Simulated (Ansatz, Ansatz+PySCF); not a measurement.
```yaml
atoms:
  - { symbol: Cr, position_ang: [0.0000, 0.0000, -0.0665] }
  - { symbol: H, position_ang: [0.0000, 0.0000, 1.5955] }
```

Basis set: def2-SVP (spherical functions). Correlated methods keep 5 orbitals frozen. Correlation on ROHF uses semicanonical orbitals with singles. Charge 0, multiplicity 6.

Computed with Ansatz (development build ahead of 0.2.0); each method stands on the lowest determinant of its kind that the runs found. Restricted functionals stand beside restricted open-shell atoms, which can lie above the unrestricted atoms usual in DFT and then raise those values.

The atomization energy at this shape (free ground-state atoms in the same class of orbitals less the molecule, no zero-point energy) of sextet CrH:

| method | atomization energy |
| --- | --- |
| ωB97X (unrestricted) | 2.49 eV |
| r²SCAN (unrestricted) | 2.26 eV |
| r²SCAN (restricted open-shell) | 2.10 eV |
| PBE0 (unrestricted) | 2.12 eV |
| PBE0 (restricted open-shell) | 1.99 eV |
| PBE (unrestricted) | 2.32 eV |
| PBE (restricted open-shell) | 2.22 eV |
| UHF-CCSD(T) | 2.07 eV |
| UHF-MP2 | 1.77 eV |
| ROHF-MP2 | 1.72 eV |
| ROHF | 0.75 eV |

(1) What does UHF give?

Answers

(1) 0.96 eV.
